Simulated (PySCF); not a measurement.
Compound: C6H14PSi (charge +1).
Atom-mapped SMILES: `[CH3:1][CH2:2][P@H+:3]1[CH2:4][CH:5]=[C:6]([SiH3:7])[CH2:8]1` (hydrogens: H9, H10, H11 on C1; H12, H13 on C2; H14 on P3; H15, H16 on C4; H17 on C5; H18, H19, H20 on Si7; H21, H22 on C8)

The same species was optimised twice, with GFN2-xTB and with PBE0-D3(BJ)/def2-SVP (PySCF), and the same property calculations (PySCF, gas phase) were run on both structures.

| coordinate | GFN2-xTB | PBE0-D3(BJ)/def2-SVP | change |
| --- | --- | --- | --- |
| C5=C6 (Å) | 1.324 | 1.344 | +0.020 |
| C6–Si7 (Å) | 1.907 | 1.895 | -0.012 |
| C2–P3 (Å) | 1.815 | 1.807 | -0.008 |
| C4–C5 (Å) | 1.515 | 1.510 | -0.005 |
| P3–C8 (Å) | 1.821 | 1.825 | +0.004 |
| C6–C8 (Å) | 1.515 | 1.517 | +0.002 |
| C1–C2 (Å) | 1.527 | 1.524 | -0.003 |
| P3–C4 (Å) | 1.819 | 1.821 | +0.002 |
| C5–C6–Si7 (°) | 126.3 | 123.5 | -2.8 |
| Si7–C6–C8 (°) | 117.8 | 120.4 | +2.6 |
| C1–C2–P3 (°) | 111.2 | 113.6 | +2.4 |
| C4–P3–C8 (°) | 97.0 | 97.8 | +0.8 |
| P3–C8–C6 (°) | 103.8 | 103.3 | -0.5 |
| C2–P3–C8 (°) | 113.7 | 113.3 | -0.4 |
| C2–P3–C4 (°) | 113.3 | 113.1 | -0.2 |
| C5–C6–C8 (°) | 115.9 | 116.1 | +0.2 |
| C1–C2–P3–C4 (°) | 180 | -177 | +3 |

Rotational constants: A = 2612, B = 769.4, C = 654.3 MHz (GFN2-xTB) against A = 2625, B = 762.7, C = 650.9 MHz (PBE0-D3(BJ)/def2-SVP). Point groups within 0.08 Å: C1 and C1.

On the GFN2-xTB structure: HOMO (eV) -11.66 [PBE0/pcSseg-1]; LUMO (eV) -4.25 [PBE0/pcSseg-1]; GIAO shielding of C1 (ppm) 177.6 [PBE0/pcSseg-1]; GIAO shielding of C2 (ppm) 167.8 [PBE0/pcSseg-1]; GIAO shielding of P3 (ppm) 312.9 [PBE0/pcSseg-1]; GIAO shielding of C4 (ppm) 152.0 [PBE0/pcSseg-1]; GIAO shielding of C5 (ppm) 44.9 [PBE0/pcSseg-1]; GIAO shielding of C6 (ppm) 40.8 [PBE0/pcSseg-1]; GIAO shielding of Si7 (ppm) 420.5 [PBE0/pcSseg-1]; GIAO shielding of C8 (ppm) 152.5 [PBE0/pcSseg-1].

Question: What do these properties become on the PBE0-D3(BJ)/def2-SVP structure?

Answer: 
| property | level | on GFN2-xTB | on PBE0-D3(BJ)/def2-SVP | change |
| --- | --- | --- | --- | --- |
| HOMO (eV) | PBE0/pcSseg-1 | -11.66 | -11.65 | +0.01 |
| LUMO (eV) | PBE0/pcSseg-1 | -4.25 | -4.41 | -0.16 |
| energy, GFN2-xTB geometry as zero (kcal/mol) | PBE0/pcSseg-1 | 0.0 | -1.6 | -1.6 |
| GIAO shielding of C1 (ppm) | PBE0/pcSseg-1 | 177.6 | 176.7 | -0.9 |
| GIAO shielding of C2 (ppm) | PBE0/pcSseg-1 | 167.8 | 167.2 | -0.6 |
| GIAO shielding of P3 (ppm) | PBE0/pcSseg-1 | 312.9 | 306.2 | -6.7 |
| GIAO shielding of C4 (ppm) | PBE0/pcSseg-1 | 152.0 | 152.0 | 0.0 |
| GIAO shielding of C5 (ppm) | PBE0/pcSseg-1 | 44.9 | 39.3 | -5.6 |
| GIAO shielding of C6 (ppm) | PBE0/pcSseg-1 | 40.8 | 37.8 | -3.0 |
| GIAO shielding of Si7 (ppm) | PBE0/pcSseg-1 | 420.5 | 417.8 | -2.7 |
| GIAO shielding of C8 (ppm) | PBE0/pcSseg-1 | 152.5 | 153.3 | +0.8 |

The heavy atoms differ by 0.030 Å rms after alignment. Among bonds between heavy atoms C5=C6 changes most (+0.020 Å). Changes are differences of the printed values. Neither structure is proved a minimum here. One conformer (not necessarily the lowest) at the PBE0-D3(BJ)/def2-SVP geometry, without solvent, vibrations or thermal averaging.
